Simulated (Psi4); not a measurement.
C₄H₇ (SMILES [CH2]C(=C)C), doublet, geometry from GFN2-xTB; B3LYP/STO-3G run with Psi4.

Here is a job for Psi4.
```
memory 2 GB

molecule {
0 2
  C    -0.19495187    0.15685852    1.40366555
  C    -0.00119422    0.08240982    0.04378401
  H    -0.29377985    1.10630927    1.89854694
  H    -0.25392347   -0.72596582    2.01373916
  C     0.07590634    1.21165371   -0.74090455
  H     0.22795896    1.14765059   -1.80292646
  H    -0.01487156    2.19324052   -0.31204544
  C     0.11066686   -1.26726994   -0.61376699
  H     0.38726064   -2.03093733    0.10821526
  H    -0.84735425   -1.54391310   -1.05326649
  H     0.85214687   -1.24829667   -1.40893108
}

set basis sto-3g
set reference uks
set scf_type dfdirj+link

energy('b3lyp')
print_variables()
```

### Question
Write the output that Psi4 gives for this input, abridged.

### Answer

```
   => Loading Basis Set <=

    Name: STO-3G
    Role: ORBITAL
    Keyword: BASIS

         ---------------------------------------------------------
                                   SCF
               by Justin Turney, Rob Parrish, Andy Simmonett
                          and Daniel G. A. Smith
                              UKS Reference
         ---------------------------------------------------------

  ==> Geometry <==

    Molecular point group: c1
    Full point group: C1

    Geometry (in Angstrom), charge = 0, multiplicity = 2:

       Center              X                  Y                   Z               Mass
    ------------   -----------------  -----------------  -----------------  -----------------
         C           -0.193916757410     0.137000292001     1.393633501339    12.000000000000
         C           -0.000159107410     0.062551592001     0.033751961339    12.000000000000
         H           -0.292744737410     1.086451042001     1.888514891339     1.007825032230
         H           -0.252888357410    -0.745824047999     2.003707111339     1.007825032230
         C            0.076941452590     1.191795482001    -0.750936598661    12.000000000000
         H            0.228994072590     1.127792362001    -1.812958508661     1.007825032230
         H           -0.013836447410     2.173382292001    -0.322077488661     1.007825032230
         C            0.111701972590    -1.287128167999    -0.623799038661    12.000000000000
         H            0.388295752590    -2.050795557999     0.098183211339     1.007825032230
         H           -0.846319137410    -1.563771327999    -1.063298538661     1.007825032230
         H            0.853181982590    -1.268154897999    -1.418963128661     1.007825032230

  Running in c1 symmetry.

  Rotational constants: A =      0.33601  B =      0.30006  C =      0.16330 [cm^-1]
  Rotational constants: A =  10073.30872  B =   8995.50422  C =   4895.74993 [MHz]
  Nuclear repulsion =  113.354955074943859

  Charge       = 0
  Multiplicity = 2
  Electrons    = 31
  Nalpha       = 16
  Nbeta        = 15

  ==> Algorithm <==

  SCF Algorithm Type is DFDIRJ+LINK.
  DIIS enabled.
  MOM disabled.
  Fractional occupation disabled.
  Guess Type is SAD.
  Energy threshold   = 1.00e-06
  Density threshold  = 1.00e-06
  Integral threshold = 1.00e-12

  ==> Primary Basis <==

  Basis Set: STO-3G
    Blend: STO-3G
    Number of shells: 19
    Number of basis functions: 27
    Number of Cartesian functions: 27
    Spherical Harmonics?: true
    Max angular momentum: 1

  ==> DFT Potential <==

   => LibXC <=

    Version 7.1.2
    S. Lehtola, C. Steigemann, M. J. T. Oliveira, and M. A. L. Marques,  SoftwareX 7, 1–5 (2018) (10.1016/j.softx.2017.11.002)

   => Composite Functional: B3LYP <=

    B3LYP Hyb-GGA Exchange-Correlation Functional

    P. J. Stephens, F. J. Devlin, C. F. Chabalowski, and M. J. Frisch,  J. Phys. Chem. 98, 11623 (1994) (10.1021/j100096a001)

    Deriv               =              1
    GGA                 =           TRUE
    Meta                =          FALSE

    Exchange Hybrid     =           TRUE
    MP2 Hybrid          =          FALSE

   => Exchange Functionals <=

    0.0800   Slater exchange
    0.7200         Becke 88

   => Exact (HF) Exchange <=

    0.2000               HF

   => Correlation Functionals <=

    0.1900   Vosko, Wilk & Nusair (VWN5_RPA)
    0.8100   Lee, Yang & Parr

   => LibXC Density Thresholds  <==

    XC_HYB_GGA_XC_B3LYP:  1.00E-15

   => Molecular Quadrature <=

    Radial Scheme          =       TREUTLER
    Pruning Scheme         =           NONE
    Nuclear Scheme         =       TREUTLER

    Blocking Scheme        =         OCTREE
    BS radius alpha        =              1
    Pruning alpha          =              1
    Radial Points          =             75
    Spherical Points       =            302
    Total Points           =         234132
    Total Blocks           =           1804
[...]
  Reciprocal condition number of the overlap matrix is 7.6191916308E-02.
    Using symmetric orthogonalization.

  ==> Pre-Iterations <==

  SCF Guess: Superposition of Atomic Densities via on-the-fly atomic UHF (no occupation information).

   -------------------------
    Irrep   Nso     Nmo
   -------------------------
     A         27      27
   -------------------------
    Total      27      27
   -------------------------

  ==> Iterations <==

                        Total Energy        Delta E     RMS |[F,P]|

   @UKS iter SAD:  -152.50103801336491   -1.52501e+02   0.00000e+00
   @UKS iter   1:  -154.65851101207372   -2.15747e+00   2.78059e-03 DIIS/ADIIS
   @UKS iter   2:  -154.66267983833148   -4.16883e-03   2.54743e-03 DIIS/ADIIS
   @UKS iter   3:  -154.66583119665117   -3.15136e-03   7.12391e-04 DIIS/ADIIS
   @UKS iter   4:  -154.66647173720943   -6.40541e-04   2.75762e-04 DIIS/ADIIS
   @UKS iter   5:  -154.66656068443356   -8.89472e-05   9.58704e-05 DIIS
   @UKS iter   6:  -154.66656690844189   -6.22401e-06   3.97077e-05 DIIS
   @UKS iter   7:  -154.66656769816603   -7.89724e-07   1.23358e-05 DIIS
   @UKS iter   8:  -154.66656778525476   -8.70887e-08   3.98879e-06 DIIS
   @UKS iter   9:  -154.66656779693784   -1.16831e-08   4.75269e-07 DIIS
  Energy and wave function converged.

  ==> Post-Iterations <==

   Electrons on quadrature grid:
      Nalpha   =   15.9999910408 ; deviation = -8.959e-06
      Nbeta    =   14.9999912334 ; deviation = -8.767e-06
      Ntotal   =   30.9999822742 ; deviation = -1.773e-05

   @Spin Contamination Metric:   4.498929747E-02
   @S^2 Expected:                7.500000000E-01
   @S^2 Observed:                7.949892975E-01
   @S   Expected:                5.000000000E-01
   @S   Observed:                5.000000000E-01

    Orbital Energies [Eh]
    ---------------------

    Alpha Occupied:

[...]
      16A     -0.130153

    Alpha Virtual:

[...]
    Beta Occupied:

[...]
    Beta Virtual:

[...]
    Final Occupation by Irrep:
              A
    DOCC [    15 ]
    SOCC [     1 ]
    NA   [    16 ]
    NB   [    15 ]

  @UKS Final Energy:  -154.66656779693784

   => Energetics <=

    Nuclear Repulsion Energy =            113.3549550749438595
    One-Electron Energy =                -431.8650372574834364
    Two-Electron Energy =                 183.5344934258838521
    DFT Exchange-Correlation Energy =     -19.6909790402821017
    Empirical Dispersion Energy =           0.0000000000000000
    VV10 Nonlocal Energy =                  0.0000000000000000
    Total Energy =                       -154.6665677969378407

  UHF NO Occupations:
  HONO-2 :   14  A 1.9994976
  HONO-1 :   15  A 1.9789417
  HONO-0 :   16  A 1.0000000
  LUNO+0 :   17  A 0.0210583
  LUNO+1 :   18  A 0.0005024
  LUNO+2 :   19  A 0.0004769
  LUNO+3 :   20  A 0.0001909

Computation Completed

Properties will be evaluated at   0.000000,   0.000000,   0.000000 [a0]

Properties computed using the SCF density matrix

 Multipole Moments:

 ------------------------------------------------------------------------------------
     Multipole            Electronic (a.u.)      Nuclear  (a.u.)        Total (a.u.)
 ------------------------------------------------------------------------------------

 L = 1.  Multiply by 2.5417464519 to convert [e a0] to [Debye]
 Dipole X            :         -0.0682092            0.0606385           -0.0075707
 Dipole Y            :          1.0898773           -1.1633248           -0.0734475
 Dipole Z            :          0.5426696           -0.5876925           -0.0450229
 Magnitude           :                                                    0.0864807

 ------------------------------------------------------------------------------------

  Variable Map:
  ----------------------------------------------------------------------------
[...]
  Array Variable Map:
  ----------------------------------------------------------------------------
[...]
[...]
```
